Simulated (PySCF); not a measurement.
Atomic charges by several schemes

Compound: C₅H₁₃NSi₂.
Z-matrix (Å and degrees, GFN2-xTB geometry), rows numbered from 1:
```
C 
C   1  1.4926
C   2  1.3260  1  125.29
Si  3  1.8766  2  125.03  1  -179.78
C   4  1.9039  3  114.92  2   -95.27
C   5  1.5319  4  108.24  3   147.70
Si  6  1.9000  5  108.96  4   -36.71
N   7  1.7297  6   96.68  5    26.92
H   1  1.0900  2  110.20  3  -120.66
H   1  1.0877  2  111.12  3     0.13
H   1  1.0901  2  110.22  3   120.90
H   2  1.0829  1  115.23  3   179.95
H   3  1.0831  2  118.03  1    -0.08
H   4  1.4750  3  109.72  2   136.68
H   5  1.0917  4  109.14  3    29.14
H   5  1.0906  4  113.19  3   -89.33
H   6  1.0907  5  110.70  4  -161.50
H   6  1.0915  5  108.92  4    81.88
H   7  1.4694  6  113.46  5   -89.73
H   7  1.4663  6  113.41  5   143.39
H   8  1.0044  4  120.91  3    49.78
```

Density: PBE0/pcSseg-1 (PySCF); schemes: Mulliken, IAO, Hirshfeld and ESP-fitted. Isolated species at its GFN2-xTB geometry (one conformer only).

Problem. Tabulate the Mulliken, IAO, Hirshfeld and ESP-fitted charges.

Solution. In e:

```csv
atom,environment,Mulliken,IAO,Hirshfeld,ESP-fitted
C1,allylic carbon,-0.206,-0.426,-0.115,-0.480
C2,alkene CH carbon,-0.241,-0.099,-0.026,+0.239
C3,alkene CH carbon,-0.431,-0.468,-0.160,-0.616
Si4,SiH silicon,+1.023,+1.022,+0.385,+0.590
C5,sp3 carbon bound to silicon,-0.540,-0.541,-0.161,-0.163
C6,sp3 carbon bound to silicon,-0.544,-0.538,-0.159,-0.278
Si7,SiH2 silicon,+0.784,+0.890,+0.369,+0.574
N8,nitrogen bridging silicon atoms,-0.846,-0.941,-0.329,-0.762
H9,methyl hydrogen,+0.128,+0.153,+0.048,+0.135
H10,methyl hydrogen,+0.112,+0.145,+0.045,+0.141
H11,methyl hydrogen,+0.126,+0.153,+0.048,+0.137
H12,vinylic hydrogen,+0.097,+0.137,+0.039,+0.051
H13,vinylic hydrogen,+0.108,+0.142,+0.036,+0.217
H14,Si–H hydrogen,-0.110,-0.163,-0.096,-0.131
H15,methylene hydrogen,+0.143,+0.146,+0.036,+0.070
H16,methylene hydrogen,+0.140,+0.145,+0.035,+0.048
H17,methylene hydrogen,+0.141,+0.145,+0.035,+0.072
H18,methylene hydrogen,+0.144,+0.146,+0.038,+0.087
H19,Si–H hydrogen,-0.117,-0.159,-0.093,-0.136
H20,Si–H hydrogen,-0.117,-0.150,-0.089,-0.144
H21,N–H hydrogen,+0.205,+0.262,+0.112,+0.348
```

Mean size of the charges over all atoms: IAO 0.332 e, Mulliken 0.300 e, ESP-fitted 0.258 e, Hirshfeld 0.117 e. Each set sums to the total charge, 0, to within 0.001 e. The Hirshfeld scheme divides the density at each point in proportion to the densities of the neutral, spherically averaged free atoms.

Lowest charge. All schemes agree: Mulliken N8 (-0.846); IAO N8 (-0.941); Hirshfeld N8 (-0.329); ESP-fitted N8 (-0.762).

Highest charge. All schemes agree: Mulliken Si4 (+1.023); IAO Si4 (+1.022); Hirshfeld Si4 (+0.385); ESP-fitted Si4 (+0.590).

Problem. How many electrons does the Mulliken scheme count on N8?

Solution. Z − q = 7 − (-0.846) = 7.846.

Problem. Sum the charges by element, for elements with more than one atom.

Solution. 
```json
{"element": "C", "atoms": "5", "Mulliken": "-1.962", "IAO": "-2.072", "Hirshfeld": "-0.620", "ESP-fitted": "-1.297"}
{"element": "Si", "atoms": "2", "Mulliken": "+1.807", "IAO": "+1.912", "Hirshfeld": "+0.754", "ESP-fitted": "+1.164"}
{"element": "H", "atoms": "13", "Mulliken": "+1.001", "IAO": "+1.101", "Hirshfeld": "+0.195", "ESP-fitted": "+0.896"}
```
